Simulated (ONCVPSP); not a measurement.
## Configuration tests for Fe (ONCV)

Fe (Z = 26), optimised norm-conserving Vanderbilt (ONCV), made with ONCVPSP 4.0.1 (PBE, scalar-relativistic). Core [Ne], reference 3s2 3p6 3d6 4s2. Waves: 3s+4s: rc 1.35 bohr, ncon 3, nbas 7, qcut 10 1/bohr, 2 projectors; 3p: rc 1.00 bohr, ncon 4, nbas 8, qcut 16.3 1/bohr, 2 projectors, debl 2.6 Ha; 3d: rc 1.45 bohr, ncon 4, nbas 8, qcut 9.1 1/bohr, 3 projectors, debl 2.6 Ha. Local part: polynomial inside 0.65 bohr (lpopt 5, dvloc0 0 Ha). Core correction: none.

Energies are relative to the spin-unpolarised reference configuration 3s2 3p6 3d6 4s2; without spin polarisation the order of configurations can differ from experiment.

Problem. Give the all-electron excitation energy and the error of the potential for: 3s2 3p6 3d6 4s1; 3s2 3p6 3d6 4s0; 3s2 3p6 3d5 4s0; 3s2 3p6 3d6 4s1.5.

Solution.

```csv
valence configuration,charge,ΔE all-electron (eV),error AE − PS (meV)
3s2 3p6 3d6 4s1,+1,8.729,+0.7
3s2 3p6 3d6 4s0,+2,24.932,+5.2
3s2 3p6 3d5 4s0,+3,59.155,+20
3s2 3p6 3d6 4s1.5,+0.5,3.484,0.0
```

Levels in the configuration 3s2 3p6 3d6 4s1:

| level | all-electron (eV) | pseudo (eV) |
| --- | --- | --- |
| 3s | -102.544 | -102.550 |
| 3p | -68.582 | -68.588 |
| 3d | -15.956 | -15.969 |
| 4s | -12.329 | -12.325 |
